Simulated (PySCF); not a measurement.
# Structure elucidation problem

An unknown has the formula C7H12O. Its calculated NMR data are:

¹H NMR (500 MHz, computed): δ 3.43 (s, 3H), 2.07 (m, 1H), 1.69 (m, 2H), 1.55 (m, 2H), 1.40 (m, 2H), 1.31 (m, 2H).

¹³C{¹H} NMR (computed): δ 85.9 (C), 53.9 (CH3), 43.1 (CH2), 31.8 (CH2), 30.6 (CH), 26.2 (CH2).

Method: shieldings: GIAO PBE0/pcSseg-1, geometry from GFN2-xTB, in PySCF (one conformer, relativity neglected, rapidly exchanging positions averaged, no solvent model).

Chemical shifts δ = σref − σ; TMS for ¹H and ¹³C, all at this level.

Which candidate is it?
A. CO[C@]12CC[C@H](C1)C2
B. CC(C)O[C@H]1[C@@H]2C[C@@H]21
C. C=CC(=O)C(C)(C)C

## Answers

A. 

Rings plus π bonds: 2 (2 rings in the answer). 6 carbon signals for 7 carbons: some carbons are equivalent by symmetry or fast rotation. Carbon types of the structure: 1 × C, 1 × CH, 4 × CH2, 1 × CH3, which accounts for all hydrogens. δC 85.9: fully substituted sp3 carbon bonded to O; deshielded by the electronegative neighbour. δC 53.9: methyl carbon bonded to O; the inductive effect lowers its shielding. δC 43.1, 31.8, 26.2: sp3 CH2 in a ring; aliphatic region, no heteroatom directly attached. δC 30.6: sp3 CH in a ring; aliphatic region, no heteroatom directly attached. δH 1.69, 1.55, 1.40, 1.31: hydrogen on an sp3 CH2 in a ring.

The others: CC(C)O[C@H]1[C@@H]2C[C@@H]21 would give 5 carbon signals, not 6; C=CC(=O)C(C)(C)C would give 5 carbon signals, not 6.

Shifts are as computed. Against solution values, carbons near 30 ppm lie about +3 ppm off and those near 130 ppm about +5 ppm. Of 1211 compounds with measured shifts, 218 miss one by over three times the rms of a fit or turn the order of signals round; such compounds aren't used in these exercises. No couplings were computed; multiplicities are counted from neighbouring protons, with m where these are inequivalent, close in shift, in a saturated or five-membered ring or joined by F or P, and br s for small geminal =CH2 splittings.
